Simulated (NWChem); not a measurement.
# BNH$_{5}$ cation; SMILES B[NH3+]

Program: NWChem. Pople sets run with spherical d functions. The level has its own optimisation; frequencies are unscaled.

### Question
What does the run give for Hartree-Fock/6-31G*? Quantities: r B–N (Å); r B–H (Å); highest harmonic frequency (cm⁻¹); lowest (cm⁻¹); zero-point energy (kcal/mol).

### Answer
| Item | Value |
|---|---|
| r B–N (Å) | 1.559 |
| r B–H (Å) | 1.172 |
| highest harmonic frequency (cm⁻¹) | 3695 |
| lowest (cm⁻¹) | 36 |
| zero-point energy (kcal/mol) | 40.4 |
